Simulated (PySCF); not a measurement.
## Core-level binding energies of `C=CC[B@H-]1OC=CC=[O+]1`

C6H9BO2.
Geometry (PBE0-D3(BJ)/def2-SVP, Å), atoms numbered from 1 in this order:
```
atom  x, y, z in Å
C1     1.9254    0.5220    1.3348
C2     1.3127   -0.5553    0.8315
C3     1.2933   -0.9668   -0.5997
B4    -0.0745   -0.6062   -1.3693
O5    -1.2704   -1.2834   -0.6644
C6    -2.0189   -0.6620    0.1496
C7    -1.9480    0.7064    0.3871
C8    -1.0700    1.4338   -0.4164
O9    -0.3033    0.9123   -1.2774
H10    2.5332    1.1781    0.7021
H11    1.8538    0.7795    2.3950
H12    0.7261   -1.1775    1.5222
H13    1.4404   -2.0572   -0.6941
H14    2.1160   -0.4837   -1.1537
H15   -0.1113   -0.9207   -2.5426
H16   -2.7764   -1.2808    0.6543
H17   -2.6094    1.1979    1.0971
H18   -1.0428    2.5328   -0.3660
```

Method used: delta-SCF UKS SCAN, pcX-2 on the ionised atom, pcseg-1 elsewhere, spin-free X2C (PySCF). Vertical ΔSCF values, vacuum level as zero.

List the computed XPS lines with their assignment.

| atom(s) | bonded to | level | binding energy (eV) | above the level's lowest (eV) | count |
| --- | --- | --- | --- | --- | --- |
| B4 | 2 O, C and H | B 1s | 195.96 | 0.00 | 1 |
| C3 | C, 2 H and B | C 1s | 289.46 | 0.00 | 1 |
| C1 | C (double bond) and 2 H | C 1s | 289.49 | +0.03 | 1 |
| C2 | C (double bond), C and H | C 1s | 290.11 | +0.65 | 1 |
| C7 | C (double bond), C and H | C 1s | 290.81 | +1.35 | 1 |
| O5 | C and B | O 1s | 538.89 | 0.00 | 1 |
| O9 | C (double bond) and B | O 1s | 539.01 | +0.12 | 1 |

Lowest listed C 1s: C3, bonded to C, 2 H and B. Highest, 1.35 eV above it: C7, bonded to C (double bond), C and H. The widest gap between neighbouring values is 0.70 eV, between 290.11 and 290.81 eV. The values 289.46 and 289.49 eV lie too close for their order to be trusted.

The 2 O 1s values lie within 0.12 eV of each other; Gaussian lines of 0.5 eV full width would blend them into one maximum.

Give the binding energy of B 1s of B4 in hartree and in kJ/mol.

195.96 eV = 7.2014 Eh = 18907 kJ/mol.

Which effective nuclear charge Zeff reproduces each element's mean 1s value in the hydrogen-like formula E = 13.606 eV × Zeff²?

B (Z = 5): mean 196.0 eV, Zeff = 3.80, Z − Zeff = 1.20; C (Z = 6): mean 290.0 eV, Zeff = 4.62, Z − Zeff = 1.38; O (Z = 8): mean 538.9 eV, Zeff = 6.29, Z − Zeff = 1.71. Means run over the listed sites, weighted by atom count.

The list is incomplete; no value stands for C 1s of C6, C8 (hole states with ⟨S²⟩ of 1 or more are left out). Spin contamination (⟨S²⟩ against 0.75 for a pure doublet) is marked for O 1s of O5 (0.90) and O 1s of O9 (0.88), which makes these values less certain. Geometry: PBE0-D3(BJ)/def2-SVP, one conformer, isolated molecule.

On an Intel Xeon at 2.50 GHz with one thread, shared host with 64 logical CPUs at a one-minute load of 63, this took 10 min and 0.82 GiB of memory at its peak.
